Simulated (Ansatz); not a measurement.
Cost and result for the atomization energy of C2H6Cl2Ge (`[CH3][Ge]([CH3])([Cl])[Cl]`) (11 atoms, 10 bonds).

```json
{"atom": "C1", "x (Å)": "0.941", "y (Å)": "1.316", "z (Å)": "-0.538"}
{"atom": "Ge2", "x (Å)": "-0.431", "y (Å)": "-0.042", "z (Å)": "-0.407"}
{"atom": "C3", "x (Å)": "-0.353", "y (Å)": "-1.259", "z (Å)": "1.093"}
{"atom": "Cl4", "x (Å)": "-2.347", "y (Å)": "0.950", "z (Å)": "-0.363"}
{"atom": "Cl5", "x (Å)": "-0.382", "y (Å)": "-1.214", "z (Å)": "-2.218"}
{"atom": "H6", "x (Å)": "0.908", "y (Å)": "1.957", "z (Å)": "0.343"}
{"atom": "H7", "x (Å)": "1.921", "y (Å)": "0.842", "z (Å)": "-0.609"}
{"atom": "H8", "x (Å)": "0.767", "y (Å)": "1.918", "z (Å)": "-1.429"}
{"atom": "H9", "x (Å)": "-1.187", "y (Å)": "-1.958", "z (Å)": "1.033"}
{"atom": "H10", "x (Å)": "-0.421", "y (Å)": "-0.697", "z (Å)": "2.026"}
{"atom": "H11", "x (Å)": "0.585", "y (Å)": "-1.814", "z (Å)": "1.068"}
```

Total charge 0; spin multiplicity 1. Correlated methods include outer-core shells of Ge, which these sets cover unevenly. Scalar relativity is left out up to krypton. Geometry: relaxed with PBE0-D4/def2-TZVP. Program: Ansatz. All runs use 4 threads of an Arm Neoverse V1 on a shared host. Times are those of one run each, without the atoms' runs, and a repeat can differ threefold. Electronic energies, without spin–orbit coupling; frozen cores. CCSD(T)/CBS adds CCSD(T) − MP2 in def2-TZVPP to the MP2 limit, and its time is that of the two runs behind it. T1 = 0.009. With those shells the extrapolation isn't a true limit. B3LYP takes the VWN-RPA correlation (the form of Gaussian; ORCA's B3LYP/G). HSE06 is the plane-wave form, built on full-range PBE exchange.

CCSD(T)/CBS is a level of theory with its own doubt, some kJ/mol a heavy atom from the limit and from the frozen cores, so smaller differences don't rank the functionals.

| level | functions | wall time |
| --- | --- | --- |
| revPBE-D4/def2-TZVPP | 278 | 2.9 s |
| PBE0-D4/def2-TZVPP | 278 | 6 s |
| HSE06-D4/def2-TZVPP | 278 | 6 s |
| B3LYP-D4/def2-TZVPP (with forces) | 278 | 8.5 s |
| r2SCANh-D4/def2-TZVPP | 278 | 9 s |
| B2PLYP/def2-TZVPP | 278 | 9.5 s |
| PBE-QIDH/def2-TZVPP | 278 | 9.5 s |
| B97M-V/def2-TZVPP | 278 | 13 s |
| ωB97X-V/def2-TZVPP | 278 | 13 s |
| CCSD(T)/def2-SVP | 126 | 14 s |
| MP2/def2-QZVPP | 523 | 38 s |
| CCSD(T)/def2-TZVPP | 278 | 7.2 min |
| CCSD(T)/CBS(def2) | – | 7.8 min |

Question: What atomization energy does each give, and how far from CCSD(T)/CBS? (An estimate is asked.)

Answer: Computed: 
| level | atomization (kcal/mol) | difference from CCSD(T)/CBS | per bond |
| --- | --- | --- | --- |
| revPBE-D4/def2-TZVPP | 918.8 | -11.7 | -1.2 |
| PBE0-D4/def2-TZVPP | 931.4 | 0.9 | 0.1 |
| HSE06-D4/def2-TZVPP | 931.9 | 1.4 | 0.1 |
| B3LYP-D4/def2-TZVPP (with forces) | 922.4 | -8.1 | -0.8 |
| r2SCANh-D4/def2-TZVPP | 929.6 | -0.9 | -0.1 |
| B2PLYP/def2-TZVPP | 915.8 | -14.7 | -1.5 |
| PBE-QIDH/def2-TZVPP | 929.7 | -0.8 | -0.1 |
| B97M-V/def2-TZVPP | 936.4 | 5.9 | 0.6 |
| ωB97X-V/def2-TZVPP | 932.0 | 1.5 | 0.2 |
| CCSD(T)/def2-SVP | 876.7 | -53.8 | -5.4 |
| MP2/def2-QZVPP | 935.1 | 4.6 | 0.5 |
| CCSD(T)/def2-TZVPP | 911.2 | -19.3 | -1.9 |
| CCSD(T)/CBS(def2) | 930.5 | 0.0 | 0.0 |

Leaving LDA and LC-ωPBE aside and taking each functional with its dispersion term where it has one, the values, not all of them listed here, spread over 33.1 kcal/mol, from BHLYP-D4 to PBE-D4. LDA lies +116.1 kcal/mol from PBE without D4, its usual overbinding. At CCSD(T), def2-SVP lies −53.8 kcal/mol from the extrapolated value and def2-TZVPP −19.2 kcal/mol: correlation converges slowly with the basis, and small sets miss more of it in the bonded molecule than in its fragments. From r2SCAN to r2SCAN0 (25 % exact exchange), in def2-TZVPP and without D4, the atomization energy moves by −9.3 kcal/mol: exact exchange takes away binding that semilocal exchange gives to molecules.

For some Ge, Se and Sn compounds the MP2-based and the directly extrapolated limit differ by 10 to 25 kJ/mol.
